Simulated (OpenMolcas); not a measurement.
# Levels of Os by method

```json
{"Program": "OpenMolcas 26.06", "Basis": "ANO-RCC-VTZP [8s7p5d3f2g1h]", "Scalar Hamiltonian": "DKH2, point nucleus", "Active space": "8 electrons in 9 orbitals (RAS2 5d 6s; RAS3 6p, at most 2 electrons)", "State averaging": "2S+1 = 5 even, 15 roots; 2S+1 = 3 even, 80 roots kept (CI in the orbitals of an earlier block); 2S+1 = 1 even, 63 roots kept (CI in the orbitals of an earlier block); 2S+1 = 5 odd, 21 roots; 2S+1 = 7 odd, 18 roots kept (CI in the orbitals of an earlier block); 2S+1 = 3 odd, 5 roots kept (CI in the orbitals of an earlier block, 0 in the spin-orbit step)", "Spin-orbit coupling": "state interaction with AMFI integrals over the reference wave functions, term energies averaged over their components"}
```

Methods on the same reference wave functions:
A. RASSCF
B. SS-RASPT2, IPEA 0.25 Eh, imaginary shift 0.1 Eh (closed shells correlated: 5s 5p)
C. MS-RASPT2, IPEA 0.25 Eh, imaginary shift 0.1 Eh (closed shells correlated: 5s 5p)

Energies in cm-1 above 5d6 6s2 5D4, the measured ground level; measured values from NIST Handbook of Basic Atomic Spectroscopic Data.

```csv
Level,A,B,C,Measured
5d6 6s2 5D4,0.0,0.0,0.0,0.0
5d6 6s2 5D2 [54 %],3493,3090,3100,
5d6 6s2 5D3,3871,3880,3870,4159
5d6 6s2 5D1,5878,5740,5740,5766
5d6 6s2 5D0,6421,6280,6280,6093
5d7 6s 5F5,6753,5990,5990,5144
5d7 6s 5F4,10541,9790,9790,8743
5d7 6s 5F3,13657,12840,12830,11378
5d7 6s 5F2 [64 %],15255,14260,14220,12774
5d7 6s 5F1 [68 %],15749,14590,14590,13020
5d6 6s2 3H6,16002,15900,15900,
5d6 6s2 3F3 [67 %],16260,15820,15810,
5d6 6s 6p 7D* 4 [51 %],18932,25220,25650,
5d6 6s 6p 7D* 5,19808,26960,26960,23463
5d6 6s2 3P0 [51 %],20335,19550,19550,
5d7 6s 5P3 [75 %],20825,17560,17560,
5d6 6s 6p 7D* 3 [66 %],21051,27790,27900,25013
5d6 6s2 3D1 [57 %],25172,23080,23080,
5d7 6s 3P0(1),25598,21650,21640,
5d7 6s 3G5 [62 %],27792,25780,25780,
5d7 6s 3F3(1) [54 %],28661,26480,26480,
```

Deviations, from unrounded energies. A percentage is the sum of absolute deviations over the sum of measured energies, with the sign that they share, or ± where signs differ.

```tsv
Against measurement	Levels	A	B	C
mean absolute deviation (cm-1)	10	1900	1300	1300
fine structure of the ground term (%)	3	±4.5	±3.1	±3.1
other configurations (%)	7	±18.6	+12.7	+12.8
```

B, C lie about equally close to measurement and A furthest from it. The largest miss of B in the table is 5d6 6s 6p 7D* 5, by +3500 cm-1. The ranking rests on the paired levels alone, and a cruder setting can come out closer through cancelling errors.

Between B and C the level of the table that moves most is 5d6 6s 6p 7D* 4 [51 %], by 430 cm-1 (lowest in B, highest in C). Moves below CASPT2's spread within the term are not significant.

The two smallest mean deviations differ by little beside CASPT2's spread within terms, so their order carries little weight.

From A to B the spin-free energies of the other terms of 5d6 6s2 shown, above 5D, scale by factors of 0.89 to 0.99.

The lowest spin-free term lies below A's lowest term by 0.440 hartree in B, 0.440 hartree in C.

CASPT2 does not keep the components of a term degenerate, so their means are used; among the terms shown or strongly mixed into the levels shown the widest spread is 1600 cm-1 (5d6 6s2 1I, C). Some high roots are left out of the spin-orbit mixing, which shifts the levels that they would mix with. Terms from blocks run as CI alone lack orbitals of their own. Configurations are named by rounded mean occupations; where the s occupation lies near a half they are strongly mixed, a name can repeat and a true partner stay unpaired. A single d shell beside an s shell can misplace configurations of different d count against each other. The CASPT2 spread within a term exceeds the gap to the next term for 5d6 6s2 3G and 5d7 6s 5P, so the order of their levels is uncertain, and so are names and mixing where such terms share a J (figures for B; the like holds for C). Without dynamic correlation excited terms often stand tens of per cent too high (terms of higher spin than the ground term too low), and those without a measured partner can miss by more than the paired ones (holds for A). Blocks of more than 70 roots (2S+1 = 3 even) ran without multistate coupling (holds for C). Computed and measured levels are paired by configuration, term and J; levels that our copy of the source lacks, or whose pairing is in doubt (as where it misses far off the trend of its configuration), stay unpaired and out of the deviations. Levels of configurations outside the active space are missing. The table leaves out levels that lie high or whose names do not pair safely across all columns.

A share in square brackets marks a mixed level and gives the weight of the term that names it, the lowest over the columns. A number in round brackets counts repeated terms of one configuration in the order of the reference energies. * marks odd parity.
